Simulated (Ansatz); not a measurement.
H4S4Zr, SMILES `[SH][Zr]([SH])([SH])[SH]`, one more setting.

```yaml
crystal:
  periodic: [false, false, false]
  atoms:
    - {symbol: S, position_ang: [-0.594028, 1.119398, -2.063724]}
    - {symbol: Zr, position_ang: [-0.000253, -0.000056, 0.000597]}
    - {symbol: S, position_ang: [2.412843, -0.137952, 0.157839]}
    - {symbol: S, position_ang: [-0.973608, -2.218072, 0.004966]}
    - {symbol: S, position_ang: [-0.845557, 1.236439, 1.904138]}
    - {symbol: H, position_ang: [-1.851758, 1.249861, -1.589038]}
    - {symbol: H, position_ang: [2.385110, -1.085873, -0.803884]}
    - {symbol: H, position_ang: [-0.172914, -2.527903, 1.047601]}
    - {symbol: H, position_ang: [-0.359835, 2.364158, 1.341515]}
basis:
  gaussian: {orbitals: def2-SVPD, fitting: {mean_field: cc-pVTZ-jkfit}}
hamiltonian: {xc: {name: HSE06}, dispersion: d3bj}
output: {forces: true}
```

```sh
$ ansatz run in.yaml --threads 2 --pin off --events-out ev --progress --plain --max-ram 32768MiB --backend cpu
```

Output, abridged:

```
Functional definition: HSE06
Error: <dir> the basis set cc-pVTZ-JKFIT has no functions for Zr
```
